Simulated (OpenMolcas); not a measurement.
## 3s² 3p³ along the 15-electron sequence

* Program: OpenMolcas
* Method: XMS-CASPT2, IPEA 0.25 Eh, imaginary shift 0.1 Eh
* Basis: ANO-RCC-VTZP
* Scalar Hamiltonian: DKH2, point nucleus
* Spin-orbit coupling: state interaction with AMFI integrals over the reference wave functions, term energies averaged over their components

Active space for each ion: 5 electrons in 8 orbitals (3s 3p 4s 4p); closed shells correlated by CASPT2: 2s 2p.

Computed levels in cm-1 above ⁴S°_3/2:

```csv
Level,S+,Cl2+,Ar3+
²D°_3/2,15900,19040,22300
²D°_5/2,15930,19100,22420
²P°_1/2,25540,30790,36120
²P°_3/2,25560,30860,36240
weight of ⁴S° in the lowest level (%),100,100,100
```

Measured, with the error of the calculation in %. Measured levels: S+ from NIST Handbook of Basic Atomic Spectroscopic Data; Cl2+ from Moore, Atomic Energy Levels, vol. I, NSRDS-NBS 35 (1971 reprint of NBS Circular 467, 1949); Ar3+ from Saloman, J. Phys. Chem. Ref. Data 39, 033101 (2010).

```csv
Level,S+,Cl2+,Ar3+
²D°_3/2,14853 (+7.1),18053 (+5.5),21091 (+5.7)
²D°_5/2,14885 (+7.0),18120 (+5.4),21220 (+5.7)
²P°_1/2,24525 (+4.1),29812 (+3.3),34855 (+3.6)
²P°_3/2,24572 (+4.0),29907 (+3.2),35032 (+3.5)
```

²D°_3/2 changes by a factor of 1.4 over the same range, with steps per unit of Z of +3140, +3260 cm-1.

CASPT2 breaks the degeneracy within a term, and the mean is taken; among the terms shown or strongly mixed into the levels shown the widest spread is 970 cm-1 (3s² 3p³ ²D°, Ar3+). Over all roots computed the reference weight is 0.84 to 0.96 in S+, 0.85 to 0.96 in Cl2+, 0.87 to 0.97 in Ar3+; the roots of lowest weight are the least certain, and an intruder state may touch them. Active for correlation alone: 4p 4s; no level in the range computed is led by a configuration that fills them, so any true level of that kind is missing (holds for S+; Ar3+). The run also gave levels led by 3s² 3p² 4p, which use shells meant for correlation; these and all levels above them are left out (holds for Cl2+). Measured partners are found by configuration, term and J. A level has none where our copy of the source lacks it or the pairing is in doubt (some pairs that miss far off the trend of their configuration count as doubtful), and it then counts in no deviation. Levels of configurations outside the active space are missing.

° marks odd parity.
